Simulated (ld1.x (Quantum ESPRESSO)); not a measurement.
As (Z = 33): excitation energies, all-electron against RRKJ

```json
{
  "Element": "arsenic",
  "Generator": "ld1.x (Quantum ESPRESSO) 7.5",
  "Type": "norm-conserving RRKJ (Kleinman–Bylander form)",
  "Functional": "LDA (PZ)",
  "Relativity": "scalar-relativistic",
  "Frozen core": "[Ar]",
  "Valence charge": "15",
  "Reference configuration": "3d10 4s2 4p3",
  "Partial waves": "4p (bound): rc 1.90 bohr; 3d (bound): rc 0.85 bohr; 4f channel at 0.2 Ry: rc 1.90 bohr; 4s (bound): rc 1.15 bohr",
  "Local potential": "the s channel",
  "Core correction": "none"
}
```

Energies are relative to the spin-unpolarised reference configuration 3d10 4s2 4p3; without spin polarisation the order of configurations can differ from experiment. Spin-polarised rows fill each open shell by Hund’s rule, majority spin first.

```
        valence configuration  charge  ΔE all-electron (eV)  error AE − PS (meV)
                 3d10 4s2 4p2      +1                 9.325                 -2.4
                 3d10 4s2 4p1      +2                27.488                  0.0
                 3d10 4s2 4p0      +3                55.528                  +41
               3d10 4s2 4p3.3    -0.3                -1.278                  0.0
                 3d10 4s1 4p4       0                 9.483                 -8.1
                 3d10 4s1 4p3      +1                19.487                  -11
               3d10 4s2 4p2.5    +0.5                 3.637                 -0.9
3d10 4s2 4p3 (spin-polarised)       0                -1.324                  +38
3d10 4s2 4p2 (spin-polarised)      +1                 8.597                  +24
```

Levels in the configuration 3d10 4s2 4p0:

| level | all-electron (eV) | pseudo (eV) |
| --- | --- | --- |
| 3d | -75.270 | -74.524 |
| 4s | -44.862 | -44.770 |

Note: ghost state, extra bound levels that the all-electron valence spectrum of the same l lacks: p at -567.8 eV. A true bound ghost makes a file unfit for plane-wave use.
